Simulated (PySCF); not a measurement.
H₇NO₂Si₂, SMILES N[Si](O)(O)[SiH3]. Geometry optimised at PBE-D3(BJ)/def2-SVP. This is a generated structure with no PubChem entry under its InChIKey; it may be hypothetical. Other conformers were not sampled.

All values below come from PBE-D3(BJ)/def2-SVP run with PySCF.

Harmonic wavenumbers (cm⁻¹): 100, 118, 131, 173, 238, 252, 273, 357, 378, 441, 480, 503, 503, 732, 766, 786, 832, 850, 884, 899, 906, 932, 1494, 2145, 2155, 2164, 3474, 3568, 3724, 3726. Rotational constants (GHz): 3.628, 2.042, 1.963; symmetry number 1.

Q: Work out the zero-point energy and the ideal-gas rigid-rotor harmonic-oscillator thermochemistry at 298.15 K and 1 atm.

A: ZPE = ½ Σ hcν = ½ × 33983 cm⁻¹ = 48.58 kcal/mol. H − E(el) = 54.98 kcal/mol. Entropy in cal/(mol K): translation 39.98, rotation 27.49, vibration 23.69, total 91.17. G − E(el) = 27.80 kcal/mol. Cp = 34.53 cal/(mol K). Modes under 150 cm⁻¹ make the vibrational entropy uncertain.
